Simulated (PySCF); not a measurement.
# Calculated NMR data

[PySCF 2.14.0 with density-fitted response routines: geometry: GFN2-xTB; GIAO PBE0/pcSseg-1 shieldings; spin–spin couplings from B3LYP/pcJ-1 (spin–dipole term left out of most H,H and C,H couplings); rapidly exchanging positions averaged; in vacuum; single conformer; non-relativistic]

Scale: ¹H (σ = 31.72 ppm), ¹³C (σ = 186.93 ppm) vs TMS (reference shieldings calculated alike). Multiplet labels drop J under 1 Hz and among equivalent protons, and merge close values. Unscaled 3J(H,H) run several per cent high. Splittings of carbon signals by F and P are missing where no couplings were computed. Where no couplings were computed, multiplicities follow the n + 1 count of equivalent neighbours, and m marks all less simple cases (inequivalent or close neighbours, rings, F or P nearby). Vicinal couplings that depend on rotamer populations or ring flexing (ring, CH–CH, X–H and H–F types) are those of the one conformer. Acid and N–H amide carbonyl carbons lie up to 10 ppm further downfield in solution (hydrogen bonding). Shifts are as computed. Against solution values, carbons near 30 ppm lie about +3 ppm off and those near 130 ppm about +5 ppm. Of 1211 compounds with measured shifts, 218 miss one by over three times the rms of a fit or turn the order of signals round; such compounds aren't used in these exercises. OH and NH positions are gas-phase values without hydrogen bonding to other molecules.

Compound 1 (C5H9NO). ¹H NMR (500 MHz, computed): δ 3.84 (dtt, J = 11.4, 9.0, 4.9 Hz, 1H), 3.63 (br, 1H), 1.84 (s, 3H), 0.71 (m, 2H), 0.16 (m, 2H). ¹³C{¹H} NMR (computed): δ 168.4, 25.0, 24.5, 7.3. Structure: SMILES C1(NC(C)=O)CC1.

Compound 2 (C5H6F3P). ¹H NMR (500 MHz, computed): δ 5.85 (m, 1H), 5.79 (m, 1H), 4.79 (m, 1H), 2.24 (m, 3H). ¹³C{¹H} NMR (computed): δ 168.2, 153.2, 142.3, 130.5, 27.2. Structure: `C=C(C)PC(F)=C(F)F`.
